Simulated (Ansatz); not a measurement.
Stepwise reaction of `[OH][Zr]([OH])([Cl])[Cl]` with hydrogen chloride, as a gas-phase model of exchange steps in deposition or etching. ΔE in kJ/mol; ΔG adds harmonic PBE0-D4 terms to CCSD(T)/CBS, at 1 bar.

Isolated molecules relaxed with PBE0-D4/def2-TZVP in Ansatz; ΔE leaves out vibrations. CCSD(T)/CBS adds triple-zeta CCSD(T) − MP2 to the extrapolated MP2 energy (def2 sets, frozen cores). This one scheme is used for every species. Functionals use def2-TZVPP. B3LYP here is the variant with VWN-RPA as its local correlation; programs differ in this. def2 core potentials past Kr. For Zr outer-core shells are correlated without core-valence functions, which leaves a few kJ/mol of doubt a bond. Each species was taken in one conformer, which may not be the lowest.

| step | reaction | PBE-D4 | B3LYP-D4 | ωB97M-V | CCSD(T)/CBS | ΔG(600 K) |
| --- | --- | --- | --- | --- | --- | --- |
| 1 | `[OH][Zr]([OH])([Cl])[Cl]` + HCl → `[OH][Zr]([Cl])([Cl])[Cl]` + H₂O | -28.7 | -25.8 | -23.8 | -29.3 | -15.7 |

Question: Give the row of step 2, `[OH][Zr]([Cl])([Cl])[Cl]` + HCl → `[Cl][Zr]([Cl])([Cl])[Cl]` + H₂O. (Estimate.)

Answer: Ansatz gave: 
```json
{"step": "2", "reaction": "`[OH][Zr]([Cl])([Cl])[Cl]` + HCl → `[Cl][Zr]([Cl])([Cl])[Cl]` + H₂O", "PBE-D4": "-21.2", "B3LYP-D4": "-17.9", "ωB97M-V": "-14.5", "CCSD(T)/CBS": "-21.7", "ΔG(600 K)": "-4.0"}
```

Question: By hand: ΔE of the 2 steps together at CCSD(T)/CBS.

Answer: (-29.3) + (-21.7) = -51.0 kJ/mol, or -25.5 kJ/mol a step.

In ΔE each step is higher than the one before. All are downhill at CCSD(T)/CBS. ΔG lies between -15.7 and -4.0 kJ/mol a step. PBE-D4 differs from CCSD(T)/CBS by 0.5 to 0.6 kJ/mol a step. Isolated molecules leave out the surface, adducts and barriers. Largest T1 diagnostic: 0.016.
